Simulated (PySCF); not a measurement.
CF3O2S, SMILES FC([S](=O)=O)(F)F, multiplicity 2. Atoms are numbered in the order given.

```xyz
7

O      1.4740     0.1994     1.2926
S      1.0154    -0.3326     0.0000
O      1.4740     0.1994    -1.2926
C     -0.8695     0.0073     0.0000
F     -1.0756     1.3033     0.0000
F     -1.3851    -0.5357    -1.0789
F     -1.3851    -0.5357     1.0789
```
Charge 0, spin multiplicity 2.

The structure is a stationary point at PBE0-D3(BJ)/def2-SVP. The isomer is the one that the SMILES or the coordinates give; other isomers of the formula were not compared.

Calculation: PySCF 2.14.0 with TDA-PBE/def2-SVPD.

Vertical excitations. The molecule is in vacuum.

| state | energy (eV) | λ (nm) | f | main pairs |
|---|---|---|---|---|
| root 1 | 2.64 | 470 | 0.000 | β HOMO→LUMO 88 % |
| root 2 | 2.87 | 432 | 0.011 | β HOMO−1→LUMO 98 % |
| root 3 | 3.45 | 359 | 0.023 | β HOMO−2→LUMO 82 % |
| root 4 | 5.13 | 242 | 0.000 | β HOMO−3→LUMO 100 % |
| root 5 | 5.49 | 226 | 0.010 | α HOMO→LUMO 82 %, β HOMO−4→LUMO 13 % |
| root 6 | 5.65 | 220 | 0.003 | α HOMO→LUMO 10 %, β HOMO−4→LUMO 80 % |
| root 7 | 5.83 | 213 | 0.006 | β HOMO−5→LUMO 98 % |
| root 8 | 5.95 | 208 | 0.014 | α HOMO→LUMO+1 13 %, β HOMO−6→LUMO 81 % |
| root 9 | 6.23 | 199 | 0.001 | β HOMO−7→LUMO 97 % |
| root 10 | 6.33 | 196 | 0.023 | α HOMO→LUMO+1 39 %, β HOMO−8→LUMO 53 % |
Unrestricted roots are not spin-pure.
